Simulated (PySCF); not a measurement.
Job file and geometry (Å, from PBE0-D3(BJ)/def2-SVP) of an NMR shielding run on `[BH3-][O+]1CCC[C@H]1CF`, C₅H₁₂BFO, GIAO KT3/pcSseg-1 NMR shielding, non-relativistic, gas phase (PySCF 2.14.0, density-fitted response routines); density fitting, a coarse starting grid and PySCF grid level 2 are the driver's defaults:

```
$ OMP_NUM_THREADS=1 python probes_run.py task.json out

{"job": {"kind": "nmr", "xc": "KT3", "basis": "pcSseg-1", "pop": false}, "charge": 0, "multiplicity": 1}
B     -0.897474    -1.952315    -0.815154
O     -0.310084    -0.637802    -0.065222
C     -1.226226     0.436365     0.212455
C     -0.319886     1.609485     0.512557
C      0.825045     1.382291    -0.472319
C      0.976400    -0.133206    -0.488932
C      2.004143    -0.669959     0.487815
F      3.242533    -0.229831     0.104032
H      0.027220    -2.748662    -0.772617
H     -1.173353    -1.557702    -1.944138
H     -1.862736    -2.263140    -0.136721
H     -1.868617     0.109697     1.039672
H     -1.845883     0.596127    -0.685335
H     -0.827279     2.573543     0.370408
H      0.035540     1.567477     1.554098
H      1.766472     1.873058    -0.189065
H      0.545489     1.744630    -1.472842
H      1.175738    -0.530891    -1.494469
H      1.791483    -0.308995     1.509188
H      1.982107    -1.770827     0.486325
```

Question: What does the program print?

Answer: 
```
coarse grid: 16128 points
cycle   1  E = -403.2285781850  dE =  6.709e-01  |g| = 7.602e-01  |ddm| = 3.763e+00
cycle   2  E = -403.0651227499  dE =  1.635e-01  |g| = 1.240e+00  |ddm| = 1.776e+00
cycle   3  E = -403.3415957324  dE = -2.765e-01  |g| = 1.530e-01  |ddm| = 1.162e+00
cycle   4  E = -403.3462783181  dE = -4.683e-03  |g| = 4.975e-02  |ddm| = 1.475e-01
cycle   5  E = -403.3468131591  dE = -5.348e-04  |g| = 1.508e-02  |ddm| = 4.690e-02
cycle   6  E = -403.3468484931  dE = -3.533e-05  |g| = 6.724e-03  |ddm| = 1.751e-02
cycle   7  E = -403.3468579306  dE = -9.437e-06  |g| = 1.529e-03  |ddm| = 6.500e-03
final grid: 154528 points
cycle   8  E = -403.4205318190  dE = -2.365e-04  |g| = 2.973e-02  |ddm| = 6.620e-02
cycle   9  E = -403.4201323347  dE =  3.995e-04  |g| = 5.695e-02  |ddm| = 5.768e-02
cycle  10  E = -403.4206634978  dE = -5.312e-04  |g| = 3.666e-03  |ddm| = 4.236e-02
cycle  11  E = -403.4206664074  dE = -2.910e-06  |g| = 9.875e-04  |ddm| = 3.997e-03
cycle  12  E = -403.4206665530  dE = -1.456e-07  |g| = 2.634e-04  |ddm| = 8.575e-04
cycle  13  E = -403.4206665676  dE = -1.454e-08  |g| = 6.593e-05  |ddm| = 2.597e-04
cycle  14  E = -403.4206665686  dE = -1.083e-09  |g| = 1.581e-05  |ddm| = 7.184e-05
cycle  15  E = -403.4206665687  dE = -5.957e-11  |g| = 4.418e-06  |ddm| = 1.900e-05
converged SCF energy = -403.4206665687

GIAO shielding tensors (ppm)
atom      isotropic    diamagn.    paramagn.     s11        s22        s33       span
  0 B      102.797     191.868     -89.071     79.100     80.936    148.354     69.254
  1 O      258.994     403.709    -144.715    152.785    304.167    320.031    167.246
  2 C      104.597     247.047    -142.450     59.105     94.345    160.340    101.235
  3 C      155.084     251.624     -96.540    132.142    163.176    169.935     37.793
  4 C      153.128     252.422     -99.294    131.300    158.815    169.269     37.970
  5 C       99.119     248.022    -148.903     59.607     83.330    154.422     94.815
  6 C      103.124     246.929    -143.805     73.899     78.780    156.692     82.793
  7 F      411.438     470.220     -58.781    385.766    409.014    439.536     53.769
  8 H       28.245      31.192      -2.947     24.997     25.502     34.235      9.238
  9 H       28.295      31.197      -2.902     24.828     25.836     34.220      9.392
 10 H       28.290      30.683      -2.394     25.417     25.512     33.940      8.523
 11 H       27.241      30.655      -3.413     23.161     26.124     32.439      9.279
 12 H       27.748      31.207      -3.459     23.131     26.952     33.162     10.031
 13 H       29.524      29.300       0.224     25.576     26.292     36.705     11.129
 14 H       29.477      31.590      -2.113     25.656     26.984     35.791     10.135
 15 H       29.197      30.352      -1.155     24.675     27.778     35.138     10.463
 16 H       29.358      31.501      -2.143     24.917     27.301     35.855     10.938
 17 H       27.217      31.926      -4.708     24.446     26.883     30.324      5.878
 18 H       27.510      31.047      -3.537     23.799     29.106     29.625      5.826
 19 H       26.568      29.704      -3.136     22.446     27.995     29.263      6.817
```

Question: Turn these shieldings into chemical shifts. Referencing at the same level of theory: $^{11}$B (σref 100.51) vs BF3·OEt2; H2O for $^{17}$O (σref 329.03); $^{13}$C (σref 182.31), $^{1}$H (σref 31.32) vs TMS; $^{19}$F (σref 149.45) against CFCl3.

Answer: Averaging equivalent atoms: B 0: -2.3; O 1: 70.0; C 5: 83.2; C 6: 79.2; C 2: 77.7; C 4: 29.2; C 3: 27.2; F 7: -262.0; H 19: 4.75; H 17: 4.10; H 11: 4.08; H 18: 3.81; H 12: 3.57; H 8/9/10: 3.04; H 15: 2.12; H 16: 1.96; H 14: 1.84; H 13: 1.80 ppm. Unscaled 19F shifts against computed CFCl3 carry errors that often reach 10 to 50 ppm. Experimental scales use liquid or dissolved standards, which lie at an offset from isolated H2O (liquid H2O: subtract about 36 ppm).

Size and cost of the density-fitted run: 196 basis functions, 72 s wall time on 1 thread of an Arm Neoverse N1, shared host; peak memory 0.74 GiB.
